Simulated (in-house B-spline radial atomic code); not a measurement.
The numbers below are computed, except where a source is named.
## the selenium ion Se⁶⁺ at several levels of theory

Ground configuration [Ar] 3d10. All numbers come from an all-electron radial atomic-structure program (B-spline basis), all electrons, at the radial basis limit. Mean-field, RPA, GW and linear-response runs are scalar-relativistic (one-electron X2C), no spin-orbit coupling, without Breit or QED terms, open shells spin-polarised at highest spin; the many-body runs on Dirac-Hartree-Fock orbitals are four-component, and their energies hold both.

**Ionisation energy.** The reference is 155.327 ± 0.012 eV (NIST, measured). It runs between the lowest fine-structure levels, while the runs without spin-orbit coupling give shell averages, so part of their difference is this splitting, and a close match can be a cancellation.

```csv
method,value (eV),minus reference (eV)
minus the highest LDA VWN5 level,140.20,-15.13
minus the highest PBE level,139.86,-15.46
G0W0 on PBE,155.87,+0.54
minus the highest r2SCAN level,140.81,-14.52
minus the highest PBE0 level,144.63,-10.70
G0W0 on PBE0,155.92,+0.60
minus the highest B3LYP (VWN-RPA) level,143.79,-11.54
minus the highest CAM-B3LYP level,145.80,-9.53
minus the highest LC-wPBE level,145.68,-9.64
minus the highest Hartree-Fock level,157.49,+2.17
G0W0 on Hartree-Fock,156.05,+0.73
Dirac-Fock + self-energy with TDHF screening (3d5/2),155.33,0.00
```

(1) Which methods come closest, and which lies farthest off?

**Static dipole polarisability and C6** of two like species, by linear response (no reference value is at hand):

```
                                method  α (bohr³)  C6 (hartree·bohr⁶)
                              LDA VWN5     0.3905              0.5731
                                   PBE     0.3908              0.5735
                                  PBE0     0.3813              0.5578
                       B3LYP (VWN-RPA)      0.385              0.5635
                             CAM-B3LYP     0.3856              0.5645
                               LC-wPBE     0.3903               0.573
                                  TDHF     0.3603              0.5229
relativistic RPA (four-component TDHF)     0.3604              0.5231
```

(2) What mean excitation energy do α and C6 imply in London's formula C6 = (3/4) α² ω?

Run times on one thread of shared hosts: mean field, RPA, SOSEX and G0W0 on PBE, 1.6 s (Arm Neoverse V2); TDDFT with PBE, 1 s (Intel Xeon 6975P-C (Granite Rapids)); removal energies by the self-energy, 22 s (Intel Xeon 6975P-C).

Answers

(1) Closest: Dirac-Fock + self-energy with TDHF screening (3d5/2) (0.00 eV) and G0W0 on PBE (+0.54 eV). Farthest: minus the highest PBE level (-15.46 eV). The TDHF-screened form was chosen among four for its agreement on 13 closed-shell atoms.

(2) LDA VWN5: ω = 5.011 hartree; relativistic RPA (four-component TDHF): ω = 5.370 hartree. A method that puts the excitations lower gives a larger α and a smaller ω.
